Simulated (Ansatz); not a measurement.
Species: HgBr, charge 0, multiplicity 2. The spin state was set by rule; other spins were not relaxed. 
Structure (B3LYP-D3(BJ)/def2-TZVP (Ansatz, a first-principles code) minimum search):
```
Hg
Br 1 2.6164
```
Charge 0, spin multiplicity 2.

Dipole moments at this geometry, in debye (magnitudes).

```tsv
level	program	dipole (D)
SVWN5/def2-TZVPD	Ansatz	[?]
BLYP/def2-TZVPD	Ansatz	2.53
revPBE/def2-TZVPD	Ansatz	2.67
r2SCAN/def2-TZVPD	Ansatz	2.78
B97M-V/def2-TZVPD	Ansatz	2.92
B3LYP/def2-TZVPD	Ansatz	2.78
PBE0/def2-TZVPD	Ansatz	2.95
HSE06/def2-TZVPD	Ansatz	2.94
CAM-B3LYP/def2-TZVPD	Ansatz	2.98
CCSD(T)/def2-SVPD	Ansatz	[?]
```

**Question.** Fill in the missing entries.

**Answer.** 
- SVWN5/def2-TZVPD, dipole (D): 2.52
- CCSD(T)/def2-SVPD, dipole (D): 2.91
